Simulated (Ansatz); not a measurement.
Molecule: SrCl2 (charge 0, singlet). SMILES: [Cl][Sr][Cl]
Geometry: optimised at B3LYP-D3(BJ)/def2-TZVP (Ansatz, a first-principles code).

Quantity: vertical triplet-singlet gap (E(triplet) - E(singlet); each state is the SCF solution reached for its spin), in eV. Cores are frozen in the correlated levels unless marked. Open shells are spin-unrestricted. Spin-orbit coupling is left out. Frozen are the shells of the preceding noble gas and the d and f shells that filled before the atom's block. The outer core of K, Ca and their heavier congeners is not correlated, a term that matters for these elements. Past Kr the def2 sets carry scalar-relativistic core potentials. CBS marks a two-point X^-3 extrapolation of the correlation energy; Hartree-Fock from the larger set. [CCSD(T)-MP2]/basis is that difference in the basis named.

```csv
level,program,vertical triplet-singlet gap (eV)
HF/def2-QZVPPD,Ansatz,4.66
SVWN5/def2-TZVPD,Ansatz,4.26
BHLYP/def2-TZVPD,Ansatz,5.05
CAM-B3LYP/def2-TZVPD,Ansatz,5.02
B2PLYP/def2-TZVPD,Ansatz,5.00
RI-MP2/def2-TZVPPD,Ansatz,5.66
CCSD/def2-SVPD,Ansatz,5.42
"RI-MP2/CBS(def2-TZVPPD,def2-QZVPPD)+[CCSD(T)-MP2]/def2-SVPD",Ansatz,5.69
"RI-MP2/CBS(def2-TZVPPD,def2-QZVPPD)+[CCSD(T)-MP2]/def2-TZVPPD",Ansatz,5.68
```
